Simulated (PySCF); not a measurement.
**A small calculation by hand: oscillator strength and radiative lifetime**

C2H6ClNSn, SMILES C[N](C)[Sn][Cl] (connectivity only; charge and spin as stated), neutral, multiplicity 1.

Coordinates come from a B3LYP-D3(BJ)/def2-SVP optimisation. The def2 effective core potentials stand for the cores of Sn; spin–orbit coupling is left out. Other conformers were not sampled.

TDDFT-PBE/def2-SVPD run with PySCF puts the first singlet state with f over 0.02 at 3.55 eV (vertical), with the transition dipole (-0.518, 1.077, 0.000) in atomic units.

Task: Find the oscillator strength, the wavelength and the radiative lifetime that this transition would have in vacuum if emission retraced absorption.

Result: 
|μ|² = 1.4283 au, so |μ| = 3.04 D. ΔE = 3.55/27.211 = 0.1305 hartree. f = (2/3) ΔE |μ|² = 0.124 (the program prints 0.124).
λ = 1239.84/3.55 = 349 nm; ν = 28633 cm⁻¹.
Einstein's coefficient A = 0.6670 ν² f s⁻¹ (ν in cm⁻¹) = 6.8e7 s⁻¹, so τ = 1/A = 15 ns. This state is S1. The figure is the radiative limit of this one transition; relaxation, internal conversion, crossing to triplets and a medium change what is measured.
